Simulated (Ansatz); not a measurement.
Input file for Ansatz (a quantum-chemistry and plane-wave program): R-RI-MP2/def2-QZVPP on GaH2IO2 (SMILES [OH][Ga]([OH])[I]), a point of a torsion scan. Elements past Kr take the def2 small-core potentials; no spin–orbit coupling. Files ending in .json are basis or fitting sets from the Basis Set Exchange. The run froze 25 orbitals, filled d shells among them.

Ansatz 0.2 input:
```yaml
crystal:
  periodic: [false, false, false]
  atoms:
    - {symbol: O, position_ang: [-0.93905796, -1.16628924, 0.49442673]}
    - {symbol: Ga, position_ang: [0.26729808, 0.03460641, 0.81750567]}
    - {symbol: O, position_ang: [0.05247919, 1.14681332, 2.12779321]}
    - {symbol: I, position_ang: [2.49290955, 0.00436169, -0.26325562]}
    - {symbol: H, position_ang: [-1.37305017, -1.42027020, -0.31591176]}
    - {symbol: H, position_ang: [-0.75619972, 1.15888549, 2.63925913]}
basis:
  gaussian:
    orbitals: def2-QZVPP.json
    fitting: {mean_field: def2-universal-JKFIT, correlation: def2-QZVPP-RIFIT.json}
magnetization: {spin_polarized: false}
correlation: {method: mp2, electrons: outside_noble_gas}
scf: {lower_state_search: off}
```

Output:

```
WARN ansatz: RAYON_NUM_THREADS=1 ignored (pool sized by the plan → 1); use --threads N
Functional definition: HF
these checks for a lower state are left out or cut short: stability, starts, cluster_reference, orbital_swaps, neighbouring_geometries, increment
integrals: 0.59 GiB planned
674 factors; integrals over basis functions are off by at most 1.3e0 eV
mean field: 0.93 GiB planned
mean field evaluation 1: about -64514.4043 eV, gradient 5.4e1 eV
mean field evaluation 2: about -64516.9385 eV, gradient 4.0e1 eV
mean field evaluation 4: about -64519.3407 eV, gradient 1.7e0 eV
mean field evaluation 8: about -64519.3458 eV, gradient 1.7e-6 eV
mean field -64519.34575031 eV, -2371.0422235406 hartree, gradient 1.7e-6 eV, S^2 0.000000; 0 other end points of the search recorded, 0 dependent functions left out
25 core orbitals not correlated, not the lowest: weight in the atoms' cores, before any rotation towards them, 0.743 or more for the frozen orbitals, at most 0.250 for the correlated occupied ones
968 factors; their error is unknown
reference -64519.34575031 eV, -2371.0422235406 hartree; 12, 12 occupied and 308, 308 virtual orbitals, 968 factors
second order -20.62247983 eV of doubles, -0.00000000 eV of singles
Total energy: -64539.96823013 eV, -2371.8000856957 hartree
Checks for a lower state left out: stability, starts, cluster_reference, orbital_swaps, neighbouring_geometries, increment
```

The calculation finished and met its thresholds.

Cost: around 6 core-seconds (rough).
